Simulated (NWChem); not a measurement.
**Atomisation of H$_{6}$B$_{2}$**

SMILES: B.B
```xyz
8

B      0.0000     0.0000    -0.8885
B      0.0000     0.0000     0.8885
H      0.0000     0.9883     0.0000
H      1.0494     0.0000    -1.4735
H     -1.0494     0.0000    -1.4735
H      0.0000    -0.9883     0.0000
H      1.0494     0.0000     1.4735
H     -1.0494     0.0000     1.4735
```
Charge 0, spin multiplicity 1.

The numbers come from NWChem runs, not from measurements. All single points use one geometry, from B3LYP/def2-SVP, a minimum by its harmonic frequencies.

Basis set: def2-TZVP. The atomisation energy is electronic alone: no zero-point, thermal, spin-orbit or counterpoise terms. No value is extrapolated to the basis-set limit. Free atoms are single determinants with multiplicities B 2, H 2. Correlated methods freeze the same cores in atoms and molecule, 2 orbitals in all.

B3LYP has NWChem's definition, with VWN1-RPA local correlation. The structure started from a generated list of species. The stability of the SCF solutions was not checked. Open-shell Hartree-Fock references start from PBE0 orbitals.

**Question.** Order these methods by the atomisation energy they give, lowest first: HF, LDA (SVWN5), PBE0, PBE, MP2.

**Answer.** HF (483.7 kcal/mol), MP2 (584.4 kcal/mol), PBE0 (606.7 kcal/mol), PBE (607.8 kcal/mol), LDA (SVWN5) (673.8 kcal/mol)
